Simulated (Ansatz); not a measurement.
**Question.** Predict a relaxed structure of B(phosphinine)H3 (C5H8BP), charge 0, singlet, at PBE0-D4/def2-SVP (Ansatz).

**Answer.** 
Cartesian coordinates in Å:
```
B -1.664 -1.231 1.848
P -0.494 -0.396 0.587
C -0.045 -0.973 -0.962
C 0.786 -0.249 -1.812
C 1.326 0.999 -1.495
C 1.086 1.645 -0.281
C 0.287 1.122 0.732
H -0.428 -1.949 -1.273
H 1.032 -0.685 -2.785
H 1.968 1.491 -2.229
H 1.554 2.620 -0.114
H 0.146 1.682 1.661
H -1.244 -0.862 2.932
H -1.538 -2.423 1.620
H -2.771 -0.791 1.574
```
Point group Cs (tolerance 0.1 Å). This is one stationary point.
